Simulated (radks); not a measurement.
Question: The mean radii <r> (bohr) of the occupied orbitals of an atom or ion are listed with their occupations. Method: scalar-relativistic Kohn-Sham, r2SCAN, spin-polarised, spherical densities, finite nucleus; meta-GGA in the generalised Kohn-Sham scheme; Fermi nuclear charge, rms radius of each element as measured or else 0.836 A^(1/3) + 0.57 fm; computed with a radial shooting solver on a logarithmic mesh with Libxc functionals.

| orbital | occ. | <r> |
|---|---|---|
| 1s up | 1 | 0.05032 |
| 1s down | 1 | 0.05032 |
| 2s up | 1 | 0.2260 |
| 2s down | 1 | 0.2256 |
| 2p up | 3 | 0.1984 |
| 2p down | 3 | 0.1980 |
| 3s up | 1 | 0.6644 |
| 3s down | 1 | 0.6676 |
| 3p up | 3 | 0.6868 |
| 3p down | 3 | 0.6906 |
| 3d up | 5 | 0.7444 |
| 3d down | 2 | 0.7518 |
| 4s up | 1 | 1.863 |
| 4p up | 1 | 2.093 |

Name the element and its charge. Open shells, if any, are filled with parallel spins first.

Answer: Z = 30, zinc, charge +3: Zn3+ in [Ar] 3d7 4s1 4p1. The 1s radius gives Z: for a bare nucleus <r> = (2 gamma + 1)/(2Z) with gamma = sqrt(1 - (Z/c)^2), 0.04919 bohr for Z = 30, and screening makes it slightly larger (0.05032 here). The occupations add up to 27, and the charge is Z minus that.
